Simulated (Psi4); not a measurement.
C$_{3}$H$_{13}$ClSi$_{3}$ (SMILES C[Si](C)(C)[SiH2][SiH2]Cl), singlet, at a GFN2-xTB geometry, atoms displaced at random by about 0.03 Å a coordinate; PBE0/STO-3G, gradient in Psi4.

Here is a job for Psi4.
```
memory 2 GB

molecule mol {
0 1
  Si    2.213821   -0.425441    0.564220
  Cl    2.109440   -1.077685   -1.314712
  Si    0.431992    0.908013    1.121200
  Si   -1.549959    0.388524    0.062485
  C    -3.048809    1.280872    0.858160
  C    -1.889069   -1.528627    0.239978
  C    -1.536996    0.785657   -1.783879
  H     2.325309   -1.696593    1.389783
  H     3.541148    0.147005    0.626479
  H     0.854281    2.304215    0.744216
  H     0.344242    0.975178    2.531187
  H    -3.126868    1.102914    1.898143
  H    -4.037450    0.982754    0.392217
  H    -2.904999    2.325146    0.789848
  H    -1.032936   -2.096761   -0.212248
  H    -1.857175   -1.794335    1.324276
  H    -2.800374   -1.809800   -0.180567
  H    -0.684519    0.224923   -2.277984
  H    -1.400694    1.846073   -1.998153
  H    -2.436966    0.503679   -2.339089
symmetry c1
no_reorient
no_com
}

set basis sto-3g
set reference rks

gradient('pbe0')
print_variables()
```

**Question.** Write the output that Psi4 gives for this input, abridged.

**Answer.** 
```
gradient() will perform analytic gradient computation.

   => Loading Basis Set <=

    Name: STO-3G
    Role: ORBITAL
    Keyword: BASIS

         ---------------------------------------------------------
                                   SCF
               by Justin Turney, Rob Parrish, Andy Simmonett
                          and Daniel G. A. Smith
                              RKS Reference
         ---------------------------------------------------------

  ==> Geometry <==

    Molecular point group: c1
    Full point group: C1

    Geometry (in Angstrom), charge = 0, multiplicity = 1:

       Center              X                  Y                   Z               Mass
    ------------   -----------------  -----------------  -----------------  -----------------
         SI           2.213821000000    -0.425441000000     0.564220000000    27.976926534650
         CL           2.109440000000    -1.077685000000    -1.314712000000    34.968852682000
         SI           0.431992000000     0.908013000000     1.121200000000    27.976926534650
         SI          -1.549959000000     0.388524000000     0.062485000000    27.976926534650
         C           -3.048809000000     1.280872000000     0.858160000000    12.000000000000
         C           -1.889069000000    -1.528627000000     0.239978000000    12.000000000000
         C           -1.536996000000     0.785657000000    -1.783879000000    12.000000000000
         H            2.325309000000    -1.696593000000     1.389783000000     1.007825032230
         H            3.541148000000     0.147005000000     0.626479000000     1.007825032230
         H            0.854281000000     2.304215000000     0.744216000000     1.007825032230
         H            0.344242000000     0.975178000000     2.531187000000     1.007825032230
         H           -3.126868000000     1.102914000000     1.898143000000     1.007825032230
         H           -4.037450000000     0.982754000000     0.392217000000     1.007825032230
         H           -2.904999000000     2.325146000000     0.789848000000     1.007825032230
         H           -1.032936000000    -2.096761000000    -0.212248000000     1.007825032230
         H           -1.857175000000    -1.794335000000     1.324276000000     1.007825032230
         H           -2.800374000000    -1.809800000000    -0.180567000000     1.007825032230
         H           -0.684519000000     0.224923000000    -2.277984000000     1.007825032230
[...]
  @DF-RKS Final Energy: -1433.82729058102109
    Total Energy =                      -1433.8272905810210887
[...]

   => Correlation Functionals <=

    1.0000   Perdew, Burke & Ernzerhof

   => LibXC Density Thresholds  <==

    XC_HYB_GGA_XC_PBEH:  1.00E-15

   => Molecular Quadrature <=

    Radial Scheme          =       TREUTLER
    Pruning Scheme         =           NONE
    Nuclear Scheme         =       TREUTLER

    Blocking Scheme        =         OCTREE
    BS radius alpha        =              1
    Pruning alpha          =              1
    Radial Points          =             75
    Spherical Points       =            302
    Total Points           =         418562
    Total Blocks           =           3106
    Max Points             =            256
    Max Functions          =             57
    Weights Tolerance      =       1.00E-15

  -Total Gradient:
     Atom            X                  Y                   Z
    ------   -----------------  -----------------  -----------------
       1       -0.003653473006     0.010867364291    -0.074642705196
       2        0.007565088985     0.019880160017     0.061720745641
       3       -0.010130474111    -0.025649827297     0.034948335249
       4        0.024073261876     0.027390713907    -0.006468115809
       5        0.005388340350     0.033303988056     0.034649475973
       6       -0.078174290864    -0.031989500627    -0.032948165377
       7       -0.027866513735     0.014631930920     0.013409709250
       8        0.006184229192    -0.027119296803     0.013940820787
       9        0.002435123422    -0.007691323568    -0.004151287497
      10        0.008464127738     0.025025072384    -0.004671231645
      11        0.003596582929     0.004463852971    -0.017052824404
      12        0.001253618208     0.013862196557    -0.031916429169
      13       -0.027917028144    -0.009515742530    -0.008053595986
      14        0.001766445467    -0.035328089395     0.010572576766
      15        0.020570215472    -0.008630318954    -0.001808956640
      16        0.007648893290    -0.003149593629     0.015910415038
      17        0.039986917153     0.014492050282     0.019478488600
      18        0.019247174007    -0.015645848973    -0.011416065060
      19       -0.004856358713    -0.004643940776    -0.002986459055
      20        0.004367196952     0.005424631415    -0.008504639326

  Variable Map:
  ----------------------------------------------------------------------------
[...]
  Array Variable Map:
  ----------------------------------------------------------------------------
[...]
[...]
```
